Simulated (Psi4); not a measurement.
CH₅FOSi, singlet, geometry from GFN2-xTB.

The Psi4 input:
```
memory 2 GB

molecule {
0 1
  Si    0.13646255   -0.19920830    0.28491332
  C     1.34040274    0.70438131   -0.85933678
  O    -0.77538189   -1.31273429   -0.45175775
  F    -0.86736644    0.93034814    0.86423853
  H     0.69967693   -0.90219834    1.41522491
  H     2.00218829    0.01012581   -1.36839396
  H     1.96162429    1.40069433   -0.30453314
  H     0.81511623    1.27730932   -1.62100285
  H    -1.42214489   -1.09456160   -1.11814543
}

set basis cc-pvdz
set freeze_core true

energy('mp3')
print_variables()
```

**Question.** Predict the total energy from MP3/cc-pVDZ in Psi4.

**Answer.** -504.7751 Eh

**Question.** Give the nuclear repulsion energy at the level MP3/cc-pVDZ.

**Answer.** 182.7179 Eh

**Question.** What is the computed number of basis functions (MP3/cc-pVDZ)?

**Answer.** 85

**Question.** Predict the MP2 correlation energy from MP3/cc-pVDZ.

**Answer.** -0.6161 Eh
